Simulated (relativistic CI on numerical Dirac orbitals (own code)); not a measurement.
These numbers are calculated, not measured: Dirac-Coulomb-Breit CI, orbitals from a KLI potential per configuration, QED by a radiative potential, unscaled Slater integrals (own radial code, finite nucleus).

Configurations in the expansion (outside the closed core [Ne]): 3s²3p⁴, 3s3p⁵, 3s²3p³3d, 3p⁶, 3s3p⁴3d, 3p⁵3d, 3s3p³3d², 3s²3p²3d4p, 3p⁵4s, 3s3p³3d4s, 3p⁵4p, 3s²3p³4s, 3s²3p³4p, 3p⁴3d4p, 3s²3p³4d, 3s3p⁴4s, 3s²3p³4f, 3s3p⁴4p, 3s3p⁴4d, 3s3p⁴4f, 3s²3p³5s, 3s²3p³5p, 3s²3p²4s4p, 3s²3p³5d, 3s²3p³5f, 3s²3p³5g, 3s3p³4s², 3s3p⁴5s, 3s²3p²3d², 3s²3p3d³, 3s3p²3d³, 3s²3p3d²4s, 3s²3p3d²4p, 3s²3p3d²4d, 3p⁴3d², 3p³3d³, 3p³3d²4s, 3p³3d²4p, 3p³3d²4d, 3s²3p²3d4s, 3s3p²3d²4s, 3s²3p3d4s², 3s²3p3d4s4p, 3s²3p3d4s4d, 3p⁴3d4s, 3p³3d4s², 3p³3d4s4p, 3p³3d4s4d, 3s²3p²4s², 3s3p²3d4s², 3s²3p4s²4p, 3s²3p4s²4d, 3s²3p²4p², 3s²3p3d4p², 3s3p²3d4p², 3s²3p4s4p², 3s²3p4p³, 3s²3p4p²4d, 3s3p³4s4p, 3s3p²3d4s4p, 3s3p²4s²4p, 3s3p²4s4p², 3s3p²4s4p4d. Double excitations out of closed p, d and f shells are left out; levels of such configurations are missing from the list, as are those of other unlisted configurations, and high levels can miss mixing partners. These lack a partner that the ground configuration has and come out too high: 3s²3p³4f, 3s3p⁴4p, 3s3p⁴4d, 3s3p⁴4f, 3s²3p³5s.

At this charge energies of transitions that change n are usually good to better than 1 %, and those within a shell (Δn = 0) to a few per cent.

Outline of the computed level scheme of La XLII. Lowest level of each configuration: 3s²3p⁴ ³P2 at 0.000 eV; 3s²3p³3d ³F°2 at 167.109 eV; 3s3p⁵ ³P°2 at 226.264 eV; 3s²3p²3d² ³F2 at 340.535 eV; 3s3p⁴3d ⁵D2 at 368.097 eV.

Some strong electric-dipole decays among the lowest 45 levels: 3s²3p³3d ³S°1 → 3s²3p⁴ ³P2 (9.3e+11 s⁻¹); 3s²3p³3d ³P°2 → 3s²3p⁴ ³P2 (8.9e+11 s⁻¹); 3s²3p³3d ¹P°1 → 3s²3p⁴ ¹S0 (7.8e+11 s⁻¹); 3s²3p³3d ³D°3 → 3s²3p⁴ ³P2 (7.3e+11 s⁻¹); 3s3p⁵ ¹P°1 → 3s²3p⁴ ¹D2 (5.9e+11 s⁻¹); 3s²3p³3d ¹D°2 → 3s²3p⁴ ³P1 (2.6e+11 s⁻¹); 3s3p⁵ ³P°0 → 3s²3p⁴ ³P1 (2.4e+11 s⁻¹); 3s²3p³3d ¹D°2 → 3s²3p⁴ ¹D2 (2.1e+11 s⁻¹).

LS names give the leading component of a level, which can be under half, so a name can repeat, a term be missing and a line seem to break the LS rules.
